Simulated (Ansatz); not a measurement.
Total energies of SnSe₂ (the lowest singlet isomer of a short search) from Ansatz at r2SCAN-D4/def2-TZVP, gas phase (1 Eh = 27.2114 eV = 2625.5 kJ/mol). The reference geometry is relaxed at PBE-D4/def2-TZVP.

| atom | x (Å) | y (Å) | z (Å) |
| --- | --- | --- | --- |
| Sn1 | 0.210 | 0.462 | -1.408 |
| Se2 | 0.393 | 0.813 | 1.120 |
| Se3 | -0.602 | -1.275 | 0.288 |

```
                 state                     geometry  energy (Eh)
      charge 0 singlet                    reference  -5017.55410
      charge 1 doublet                    reference  -5017.26852
      charge 0 triplet  relaxed at PBE-D4/def2-TZVP  -5017.51531
      charge 0 quintet  relaxed at PBE-D4/def2-TZVP  -5017.41374
free Sn atom (triplet)                            –   -214.33064
free Se atom (triplet)                            –  -2401.47526
```

In the def2 sets Sn takes a core potential; there is no spin–orbit coupling.

(1) Work out the vertical ionisation energy to the doublet.

(2) Which of the charge 0 states is lowest, and how far above it are the others?

(3) What is the binding energy per atom against free atoms?

(1) E(charge 1 doublet) − E(charge 0 singlet) = -5017.26852 − (-5017.55410) = 0.28558 Eh = 7.77 eV. For comparison, −ε of the highest occupied level is 5.09 eV at this level, 2.68 eV less.

(2) The singlet. triplet: -5017.51531 − (-5017.55410) = 0.03879 Eh = 101.8 kJ/mol; quintet: -5017.41374 − (-5017.55410) = 0.14036 Eh = 368.5 kJ/mol.

(3) Atoms: 1 × (-214.33064) + 2 × (-2401.47526) = -5017.28116 Eh. Binding: -5017.28116 − (-5017.55410) = 0.27294 Eh = 7.43 eV, or 2.48 eV for each of 3 atoms (no zero-point energy, no counterpoise term).

The structure comes from a short search, and lower isomers may exist.
